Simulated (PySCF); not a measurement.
# UHF on Zr⁺ (zirconium, charge +1)

Configuration: [Kr] 4d2 5s1, high-spin 4F determinant. All numbers are calculated (PySCF 2.14, the spin-free X2C one-electron Hamiltonian (Gaussian nucleus), in aug-cc-pwCVTZ-DK with one added diffuse shell each of s, p, d, f, g type (12s11p9d5f4g, 161 functions)).

```json
{
 "Total energy": "-3595.902041 hartree",
 "One-electron energy": "-4955.6443 hartree",
 "Hartree (Coulomb) energy": "1472.6963 hartree",
 "Exchange energy": "-112.9541 hartree",
 "⟨S²⟩": "3.7560",
 "⟨L²⟩": "12.065",
 "Sum of ⟨r⟩": "27.80 bohr",
 "Sum of ⟨r²⟩": "45.32 bohr²",
 "Langevin diamagnetic susceptibility": "-35.9 ×10⁻⁶ cm³/mol"
}
```

```csv
shell,electrons,mean orbital energy (eV),spread (eV),"rms radius, mean of both spins (bohr)"
1s α,1,-18102.7,0,0.0426
1s β,1,-18102.7,0,0.0426
2s α,1,-2586.2,0,0.176
2s β,1,-2585.8,0,0.176
2p α,3,-2301.5,0,0.157
2p β,3,-2301.2,0,0.157
3s α,1,-460.67,0,0.488
3s β,1,-460.42,0,0.488
3p α,3,-365.04,0,0.496
3p β,3,-364.84,0,0.496
3d α,5,-207.89,0.693,0.495
3d β,5,-207.43,0.159,0.495
4s α,1,-75.778,0,1.30
4s β,1,-73.496,0,1.30
4p α,3,-48.707,0,1.47
4p β,3,-45.723,0,1.47
4d α,2,-15.475,0,2.28
5s α,1,-12.428,0,3.74
```

Densities and radii are taken from the X2C orbitals without a picture-change correction, which distorts them close to the nucleus.

Spin-orbit constants ζ (cm⁻¹) from the X2C one-electron operator on these orbitals: bare nucleus, nucleus screened by l(l+1)(2l+1)/3 electrons, and screened by the Breit-Pauli mean field of the electrons.

```json
{"shell": "2p", "bare": "470100", "screened nucleus": "446600", "mean field": "n/a"}
{"shell": "3p", "bare": "75600", "screened nucleus": "71820", "mean field": "n/a"}
{"shell": "3d", "bare": "10390", "screened nucleus": "7792", "mean field": "n/a"}
{"shell": "4p", "bare": "8831", "screened nucleus": "8389", "mean field": "n/a"}
{"shell": "4d", "bare": "563.5", "screened nucleus": "422.7", "mean field": "n/a"}
```

To first order the Landé constant is A = 140.9 cm⁻¹, so the lowest level has J = 3/2 and lies 0.105 eV below the centre of the term. This holds in LS coupling only.
